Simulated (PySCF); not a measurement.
## Calculated data, BFH3NSi, CH3AlBF

Calculation on a computer-drawn molecule: optimised geometry and harmonic frequencies of an isolated molecule of the commonest isotopes, restricted reference for singlets and unrestricted otherwise, frozen core in MP2. Program: PySCF 2.14.0.

Common to all runs: charge 0; multiplicity 1; basis cc-pV(D+d)Z.

(1) BFH3NSi

Start structure:
```xyz
7
BFH3NSi
F     -1.1148    -0.3001    -2.0485
B     -0.6481    -0.9991    -1.0738
N     -0.1982    -1.6729    -0.1342
Si     0.4192    -2.5981     1.1557
H     -0.1537    -2.1368     2.4395
H      1.8917    -2.4688     1.2224
H      0.0787    -4.0263     0.9729
```

It was run with method MP2.

Results for BFH3NSi: rotational constants 86.43, 2.075, 2.075 GHz; total energy -469.8723 hartree; convergence status largest gradient component 8.792e-06 hartree/bohr.

Drawn bonds:
```
atom  other atom  order
   1           2      1
   2           3      2
   3           4      1
   4           5      1
   4           6      1
   4           7      1
```

Optimised structure:
```xyz
7
BFH3NSi
F     -1.1314    -0.2751    -2.0833
B     -0.6561    -0.9871    -1.0905
N     -0.1966    -1.6753    -0.1309
Si     0.4262    -2.6086     1.1703
H     -0.1501    -2.1432     2.4527
H      1.9000    -2.4758     1.2328
H      0.0829    -4.0370     0.9829
```

Modes:
```
frequency (cm⁻¹)  reduced mass (dalton)
           94.37                  5.716
           94.43                  5.717
           439.9                  11.56
             440                  11.56
             551                  11.16
             741                  1.189
           741.1                  1.189
           990.3                  1.045
           990.3                  1.045
            1016                  1.087
            1156                  15.04
            2093                   11.4
            2288                  1.052
            2288                  1.052
            2291                  1.022
```

(2) CH3AlBF

Start structure:
```xyz
7
CH3AlBF
F     -2.5896    -4.6499    -0.4135
B     -1.9737    -3.8862    -1.3765
C     -1.3417    -2.9522    -2.1949
Al    -0.6805    -1.3536    -1.2891
H     -1.0712    -3.0436    -3.2107
H     -1.5674    -0.0602    -1.2151
H      0.7020    -1.2538    -0.6263
```

Here we set method HF.

It finds rotational constants 23.03, 2.613, 2.347 GHz; total energy -405.6677 hartree; convergence status largest gradient component 1.594e-05 hartree/bohr.

Drawn bonds:
```
atom  other atom  order
   1           2      1
   2           3      2
   3           4      1
   3           5      1
   4           6      1
   4           7      1
```

Optimised structure:
```xyz
7
CH3AlBF
F     -3.1832    -4.2541    -0.8755
B     -2.1593    -3.7218    -1.4320
C     -1.0672    -3.0768    -1.9790
Al    -0.6494    -1.3447    -1.2896
H     -0.4735    -3.5325    -2.7646
H     -1.5679    -0.7510    -0.1419
H      0.5783    -0.5186    -1.8434
```

Modes:
```
frequency (cm⁻¹)  reduced mass (dalton)
           95.31                  5.194
           186.3                  1.197
           428.8                  1.842
             468                  9.319
           544.9                  2.655
           546.8                  1.138
           650.9                  1.203
           739.9                  3.215
           842.9                  1.081
           895.1                  1.438
            1074                  5.856
            1833                  9.447
            1966                  1.054
            1990                  1.039
            3338                  1.089
```
